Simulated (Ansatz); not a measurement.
Mulliken charges of C2H5BF (`[CH2]B(C)F`) radical from PBE/def2-TZVPP in Ansatz (PBE0-D4/def2-TZVP geometry).

| atom | x (Å) | y (Å) | z (Å) | charge (e) |
| --- | --- | --- | --- | --- |
| C1 | -0.604 | 1.145 | -0.834 | -0.240 |
| B2 | 0.202 | -0.115 | -0.492 | 0.277 |
| C3 | 0.324 | -0.765 | 0.924 | -0.360 |
| F4 | 0.859 | -0.705 | -1.502 | -0.222 |
| H5 | -0.648 | 1.550 | -1.841 | 0.118 |
| H6 | -1.171 | 1.698 | -0.091 | 0.115 |
| H7 | -0.250 | -0.254 | 1.697 | 0.093 |
| H8 | 1.375 | -0.788 | 1.234 | 0.110 |
| H9 | 0.003 | -1.812 | 0.888 | 0.110 |

Problem. By hand: the dipole of these point charges (1 e Å = 4.8032 D).

Solution. Σ q r = (-0.189, 0.194, 0.228) e Å, of length 0.354 e Å = 1.70 D.

Problem. How does the dipole of the full density compare? (Estimate.)

Solution. Ansatz gave: (-0.162, 0.173, 0.175) e Å, 1.42 D; the point charges give 1.20 times that, at 4° from its direction.

Point charges leave out the atoms' own dipoles, such as those of lone pairs, and Mulliken's split depends on the basis, so the two needn't agree.
